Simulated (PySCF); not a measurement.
FH₆NOSi₂, SMILES N[Si@@H](O)[SiH2]F. Coordinates come from a PBE0-D3(BJ)/def2-SVP optimisation. The structure was generated by enumeration; whether it is a known compound was not checked. Other conformers were not sampled.

### Question
Give the equilibrium geometry at PBE0-D3(BJ)/def2-SVP (PySCF confirms it by a frequency run) as Cartesian coordinates in Å. (The exact figures need the calculation; the answer reports its results.)

### Answer
One answer among several that fit: 
```xyz
11

N     -1.6666    -1.1039     1.0418
Si    -1.0115     0.1523     0.0649
O     -0.5078     1.5546     0.8268
Si     1.0009    -0.5982    -0.8873
F      2.0785     0.5013    -0.2931
H     -1.0909    -1.5962     1.7160
H     -2.6283    -1.0495     1.3606
H     -2.0935     0.5168    -0.8892
H      0.4516     1.6527     0.8596
H      1.4491    -1.9475    -0.4256
H      1.0829    -0.5549    -2.3776
```
Charge 0, spin multiplicity 1.
